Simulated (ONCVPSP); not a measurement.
## What the settings do to the ONCV potential of nickel (Ni)

Base potential:

ONCVPSP 4.0.1 input, shortened (lines: element, Z, core and valence counts, functional; n l f; lmax; l rc ep ncon nbas qcut; lloc lpopt rc5 dvloc0; l nproj debl; icmod fcfact rcfact), PBE, non-relativistic:

```
  Ni 28.00    3    4        4      upf
    1    0    2.00
    2    0    2.00
    2    1    6.00
    3    0    2.00
    3    1    6.00
    3    2    8.00
    4    0    2.00
    2
    0    1.30    0.00    4    7    8.20
    1    0.90    0.00    3    6   14.00
    2    0.75    0.00    5   10   12.20
    4    5    0.50    1.00
    0    3    2.30
    1    2    0.80
    2    2    1.40
    3    4.00    1.55
```

In the p channel the program set the typed energies aside and used -2.599, 0.250 Ha.

Cutoffs, loose and tight: the cutoffs (Ha) at which the residual kinetic energy of the hardest occupied pseudo-wave falls to 1 and 0.1 mHa per electron. They do not see the model core or the augmentation charge, which bear on the density cutoff. Test errors are all-electron minus pseudo excitation energies from the reference, over the configurations 3s2 3p6 3d8 4s1; 3s2 3p6 3d8 4s0; 3s2 3p6 3d7 4s0; 3s2 3p6 3d8 4s0 4p2. A dash means not determined; rows that change the core or the reference have their own tests.

| change | outcome | cutoff, loose | cutoff, tight | bound ghosts | GHOST(+) flags above zero | largest test error (meV) |
| --- | --- | --- | --- | --- | --- | --- |
| base | generated, projector energies reset by the program | 634 Ha | 704 Ha | none | s, d | -2.4 |
| core correction Teter function, fcfact 4.5, rcfact 1.6 | generated, projector energies reset by the program | 634 Ha | 704 Ha | none | s, d | -2.4 |
| local potential polynomial inside 0.50 bohr (lpopt 5, dvloc0 4.5 Ha) | generated, projector energies reset by the program | 634 Ha | 704 Ha | none | s, d | -2.4 |
| d: nbas 9 | generated, projector energies reset by the program | 498 Ha | 557 Ha | none | s, d | -2.5 |
| s: qcut 8; p: qcut 13.6; d: qcut 11.8 | generated, projector energies reset by the program | 644 Ha | 709 Ha | none | s, d | -2.4 |
| s: ncon 3, nbas 6 | generated, projector energies reset by the program | 634 Ha | 704 Ha | none | s, d | -2.4 |
